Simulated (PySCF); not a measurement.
**C₆ coefficients of unlike pairs at BLYP**

Calculated with PySCF 2.14 from the dipole response of each species, C₆(A,B) = (3/π) ∫ α_A(iu) α_B(iu) du, in atomic units, from isotropic polarisabilities. For ions this is the dispersion term alone; charge-induced terms of lower order in 1/R come first.

```csv
species,configuration,basis,relativity,α (bohr³),C₆ (like pair)
Ta²⁺,[Xe] 4f14 5d3 (4F),def2-QZVPPD with the def2 core potential (60 electrons) (7s6p4d3f2g),core potential,14.93,83.35
Si,[Ne] 3s2 3p2 (3P),aug-cc-pV(Q+d)Z (7s6p5d3f2g),none,42.77,351.3
Ca,[Ar] 4s2 (1S),aug-cc-pwCVTZ-X2C (9s8p6d3f),spin-free X2C,149.0,1995
```

**Question.** Estimate C₆ for Si with Ta²⁺.

**Answer.** The integral gives 159.3. The combination rule 2 C_A C_B / (C_A α_B/α_A + C_B α_A/α_B) gives 162.0 and the geometric mean 171.1.

No spin-orbit coupling is included.

The other pairs:

```json
{"pair": "Ca, Si", "C₆": "783.7"}
{"pair": "Ca, Ta²⁺", "C₆": "323.8"}
```
